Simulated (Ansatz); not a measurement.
This triplet is an excited state, 1.09 eV above the relaxed singlet at the level B3LYP/cc-pVTZ // PBE0-D3(BJ)/def2-TZVP (Ansatz, an electronic-structure program).

Species: CHNSi, SMILES `N#C[SiH]` (excited triplet) (charge 0, multiplicity 3).

Give a relaxed geometry from PBE0-D3(BJ)/def2-TZVP run with Ansatz.

the end point of this relaxation (outside a Z-matrix the atoms follow the SMILES, hydrogens last).
Cartesian coordinates (Å) in one orientation:
```xyz
4

N      1.953    -0.236     0.022
C      0.840     0.015    -0.184
Si    -0.855     0.488    -0.578
H     -1.938    -0.267     0.094
```
